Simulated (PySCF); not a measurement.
Input of a run (PBE0-D3(BJ)/def2-SVP geometry optimisation, gas phase (PySCF 2.14.0)), started from GFN2-xTB:
```
{"job": {"xc": "PBE0", "basis": "def2-SVP", "d3": "d3bj", "grid": 1, "shake": 0.01, "kind": "geom"}, "charge": 0, "multiplicity": 1}
B      1.773940     1.282630     0.454690
C      0.651110     0.430560    -0.064490
C     -0.240080    -0.300240    -0.474280
C     -1.249890    -1.118080    -0.967870
Cl    -2.549260    -0.134080    -1.810360
H      2.651320     0.829810     1.014590
H      1.703640     2.460590     0.280020
H     -1.769720    -1.638290    -0.153790
H     -0.913250    -1.830050    -1.681100
```

Output (energies in Eh, forces in Eh/bohr):
```
step   0  E = -601.10869401  max force = 0.045180
step   1  E = -601.11469314  max force = 0.007310
step   2  E = -601.11492462  max force = 0.002074
step   3  E = -601.11495458  max force = 0.000841
step   4  E = -601.11496394  max force = 0.000533
step   5  E = -601.11496846  max force = 0.000455
step   6  E = -601.11496996  max force = 0.000190
optimisation converged
```

Problem. Summarise the run.

Solution. The energy falls by 0.171 eV over 7 energy and gradient evaluations, the largest force component goes from 0.0452 to 1.9e-04 Eh/bohr, and the atoms move by 0.053 Å rms after alignment. The bond that changes most is B1–H6 (three-coordinate boron to B–H hydrogen), which lengthens by 0.072 Å. Bonds longer at the end by more than 0.005 Å: 4 of 8; shorter: 1. Among the angles that change most is C3–C4–H9, from 113.7° to 110.1°. The energy never rose by more than 1e-6 Eh on the way. The first step brought 96 % of the lowering.

Problem. What are the final bond lengths?

Solution. B1–C2 1.502 Å, C2≡C3 1.224 Å, C3–C4 1.441 Å, C4–Cl5 1.796 Å, B1–H6 1.207 Å, B1–H7 1.207 Å, C4–H8 1.100 Å, C4–H9 1.101 Å. Numbering counts from 1 in the input's order; the species is `BC#CCCl`.

The run used 94 basis functions and 44 SCF cycles in all. Hardware: an Arm Neoverse V1 with one thread, no GPU, shared host with 32 logical CPUs at a one-minute load of 21. Cost: 20 s, 0.38 GiB resident at most.

Not checked by PBE0-D3(BJ)/def2-SVP frequencies.
